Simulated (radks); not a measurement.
Coulomb parameter of the 5d shell of neutral gold in the model configuration [Xe] 4f14 5d9 6s1 6p1, as a second difference U = [E(n + 0.25) + E(n - 0.25) - 2 E(n)] / (0.25)^2 with all orbitals relaxed. "Bare": the charge of the atom changes with n. "Screened": the 6p shell takes up the change at fixed total charge, which measures U(5d,5d) + U(6p,6p) - 2 U(5d,6p). Method: scalar-relativistic Kohn-Sham, PBE, spin-unpolarised, spherical densities, finite nucleus; Fermi nuclear charge, rms radius 5.4371 fm; computed with a radial shooting solver on a logarithmic mesh with Libxc functionals.

case                          configuration  E - E(n) (eV)
start                 [Xe] 4f14 5d9 6s1 6p1          0.000
bare +0.25         [Xe] 4f14 5d9.25 6s1 6p1         -2.461
bare -0.25         [Xe] 4f14 5d8.75 6s1 6p1          3.055
screened +0.25  [Xe] 4f14 5d9.25 6s1 6p0.75         -2.139
screened -0.25  [Xe] 4f14 5d8.75 6s1 6p1.25          2.312

U(bare) = 9.516 eV, U(screened by 6p) = 2.772 eV, against the Slater integral F0(5d,5d) = 16.031 eV with frozen orbitals. The step up makes a negative ion, whose loosely bound charge lowers the bare value.
